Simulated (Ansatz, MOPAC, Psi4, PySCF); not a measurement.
Species: SF$_{2}$, charge 0, multiplicity 1. SMILES: FSF
Geometry: optimised at B3LYP-D3(BJ)/def2-TZVP (Ansatz, a first-principles code).

Quantity: size of the dipole moment, in D. Conventions: 6-31G* and kin with 6d, 5d where marked; non-relativistic; 6-311+G** with 5d, 6d on Na to Ar in Ansatz; no spin-orbit coupling; no dispersion term unless named. Ab initio and DFT rows: single points at B3LYP-D3(BJ) geometries (Ansatz). Semi-empirical rows: dipoles at the shared geometry.

Measured values: NIST CCCBDB, as tabulated in the package chemicals; dipoles are vibrational averages. 

Value to compare with, the measured value: 1.05 D.

| level | program | size of the dipole moment (D) | error |
|---|---|---|---|
| AM1 | MOPAC | 1.32 | 0.27 |
| PM6 | MOPAC | 1.52 | 0.47 |
| SVWN5/6-31G* | Ansatz | 1.01 | -0.04 |
| PBE/3-21G | Ansatz | 1.06 | 0.01 |
| BP86/6-31G* (5d) | PySCF | 1.01 | -0.04 |
| B3LYP/STO-3G | Ansatz | 0.46 | -0.59 |
| B3LYP/3-21G | Ansatz | 1.32 | 0.27 |
| B3LYP/6-31G* | Ansatz | 1.21 | 0.16 |
| B3LYP/6-31+G* | Ansatz | 1.39 | 0.34 |
| B3LYP/cc-pVDZ | Ansatz | 1.34 | 0.29 |
| PBE0/6-311+G** | Ansatz | 1.48 | 0.43 |
| M06-2X/6-31G* (5d) | PySCF | 1.33 | 0.28 |
| wB97X-D/6-31G* | Psi4 | 1.27 | 0.22 |

Among the 13 habitual levels, B3LYP/STO-3G lies farthest from the measured value (-0.59 D); 10 of 13 lie above it, and their mean absolute error is 0.26 D, the median 0.27. One case shows no general order.

The levels are drawn from those run, B3LYP/6-31G* more often than the rest, none by its result; runs whose electronic state is in doubt are left out.
